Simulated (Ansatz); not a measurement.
Gas-phase reaction in SMILES: C[N](C)[GeH2] -> C[N](C)[GeH2-] (an electron is taken up)
Geometries: B3LYP-D3(BJ)/def2-TZVP minima from Ansatz (a first-principles code), one conformer each, not searched for the lowest.

Quantity: adiabatic electron affinity (electronic energy difference), positive where the reaction releases energy, in eV. Correlated levels leave the core frozen unless marked. Open shells are spin-unrestricted. No spin-orbit coupling. Frozen are the shells of the preceding noble gas and the d and f shells that filled before the atom's block. No relativistic terms. Anions need diffuse functions: aug- sets have them; def2-D sets add few; the other sets have none. CBS(X,Y): correlation extrapolated as X^-3; Hartree-Fock from the larger set. The bracket is a focal-point correction in the basis named.

| level | program | adiabatic electron affinity (eV) |
|---|---|---|
| revPBE-D3(BJ)/def2-TZVPD | Ansatz + dftd3 | 1.29 |
| B3LYP-D3(BJ)/def2-TZVPD | Ansatz + dftd3 | 1.41 |
| B3LYP-D4/def2-TZVPD | Ansatz + dftd4 | 1.48 |
| PBE0/STO-3G | Ansatz | -3.09 |
| PBE0/def2-TZVP | Ansatz | (withheld) |
| r2SCANh-D4/def2-TZVPD | Ansatz + dftd4 | (withheld) |
| B2PLYP-D3(BJ)/def2-TZVPD | Ansatz + dftd3 | 1.31 |
| B2PLYP/def2-TZVPD | Ansatz | 1.30 |
| PBE-QIDH/def2-TZVPD | Ansatz | 1.28 |
| SCS-MP2/cc-pVQZ | Ansatz | 1.32 |
| RI-MP2/CBS(aug-cc-pVTZ,aug-cc-pVQZ)+[CCSD(T)-MP2]/aug-cc-pVTZ | Ansatz | 1.46 |

Problem. Some entries are withheld; supply them.

Solution. 
- PBE0/def2-TZVP, adiabatic electron affinity (eV): 1.19
- r2SCANh-D4/def2-TZVPD, adiabatic electron affinity (eV): 1.26
